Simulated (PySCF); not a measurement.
# Spin-rotation constants: SMILES C=Cc1c(F)[c+]1OCC, [C7H8FO]+, charge +1

Geometry (Å), atoms numbered from 1 in this order:
```xyz
17

C     3.6355   -0.6468   -0.3634
C     2.6492    0.1436   -0.8106
C     1.3539    0.0991   -0.2522
C     0.4415   -0.4256    0.6340
F     0.1671   -1.2625    1.5743
C     0.0144    0.5995   -0.2051
O    -0.8185    1.4114   -0.6669
C    -2.1939    1.4998   -0.1842
C    -2.6801    0.2902    0.5809
H     4.6222   -0.6003   -0.7934
H     3.4864   -1.3502    0.4410
H     2.8044    0.8510   -1.6135
H    -2.7744    1.6643   -1.0951
H    -2.2352    2.4066    0.4262
H    -3.7351    0.4312    0.7995
H    -2.1623    0.1681    1.5293
H    -2.5821   -0.6180   -0.0108
```

Total charge +1.

Computed with PySCF 2.14.0, GIAO BHandHLYP/pcSseg-1 magnetisability, rotational g tensor and spin-rotation constants, non-relativistic, gas phase. Geometry: GFN2-xTB.

For an ion the centre-of-mass motion in the field is neglected.

**Question.** Give the nuclear spin-rotation constants along the inertial axes (H = +C I·J) beside the isotropic shieldings.

**Answer.** Rotational constants 3.2205, 0.9415, 0.7388 GHz. A star marks the isotopologue with that one atom substituted, in its own axes.
```tsv
atom	isotope	Caa (kHz)	Cbb (kHz)	Ccc (kHz)	mean (kHz)	σ (ppm)
F5	19F	6.892	1.138	-0.079	2.650	278.9
H10	1H	0.234	-0.079	-0.094	0.020	23.8
H11	1H	-0.335	0.090	-0.099	-0.115	24.0
H12	1H	-0.357	0.076	-0.095	-0.126	24.9
H13	1H	-0.237	-0.054	-0.037	-0.109	26.5
H14	1H	-0.310	-0.111	0.021	-0.133	26.7
H15	1H	0.042	-0.111	-0.097	-0.055	29.7
H16	1H	-0.275	-0.066	-0.062	-0.134	30.0
H17	1H	-0.311	-0.118	-0.016	-0.148	30.2
C1	13C*	1.572	0.481	0.091	0.715	10.8
C2	13C*	1.141	0.379	0.079	0.533	68.9
C3	13C*	1.130	0.470	0.101	0.567	41.5
C4	13C*	1.314	0.367	0.154	0.612	36.0
C6	13C*	1.364	0.411	0.115	0.630	34.5
O7	17O*	-0.967	-0.210	-0.024	-0.400	166.3
C8	13C*	0.493	0.243	0.205	0.314	106.2
C9	13C*	0.428	0.120	0.100	0.216	172.3
```
For the geometry as given, no vibrational averaging.
